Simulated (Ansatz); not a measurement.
CH6SeSn, SMILES `C[Se][SnH3]`, 9 atoms. Total charge 0; spin multiplicity 1. Correlated methods include outer-core shells of Se, Sn, which these sets cover unevenly. Scalar relativity is left out up to krypton. Sn: def2 effective core potential. All runs use 4 threads of an Arm Neoverse V1 on a shared host. Correlated methods freeze the cores.

**Question.** Give the basis size and wall time and peak host memory of each of these runs in Ansatz. direct RPA on PBE orbitals/def2-TZVPP energy; RKS PBE0-D4/def2-QZVPP energy; RHF-MP2/def2-QZVPP energy; RKS ωB97M-V/def2-SVP energy; RKS PBE0-D4/def2-TZVPP energy; RHF-CCSD(T)/def2-TZVPP energy; RKS PBE0-D4/def2-TZVP frequencies; RKS ωB97M-V/def2-QZVPP energy; RKS PBE0-D4/def2-TZVP relaxation (5 steps); RKS B2PLYP (frozen core)/def2-TZVPP energy; RHF-CCSD(T)/def2-SVP energy; RKS PBE0-D4/def2-SVP energy. (Estimate.)

**Answer.** The calculation gave: Other jobs shared the machine, so times are rough.

```tsv
level	job	functions	wall time	peak host memory (GiB)
RKS PBE0-D4/def2-SVP	energy	102	1.2 s	0.41
RKS PBE0-D4/def2-TZVPP	energy	213	2.6 s	0.55
direct RPA on PBE orbitals/def2-TZVPP	energy	213	4.7 s	0.49
RKS B2PLYP (frozen core)/def2-TZVPP	energy	213	4.8 s	0.56
RKS ωB97M-V/def2-SVP	energy	102	5.5 s	0.41
RHF-CCSD(T)/def2-SVP	energy	102	6 s	0.48
RKS PBE0-D4/def2-QZVPP	energy	408	7.5 s	1.4
RKS ωB97M-V/def2-QZVPP	energy	408	17 s	1.7
RKS PBE0-D4/def2-TZVP	relaxation (5 steps)	165	17 s	0.45
RHF-MP2/def2-QZVPP	energy	408	17 s	2
RKS PBE0-D4/def2-TZVP	frequencies	165	120 s	0.44
RHF-CCSD(T)/def2-TZVPP	energy	213	2.1 min	3.4
```
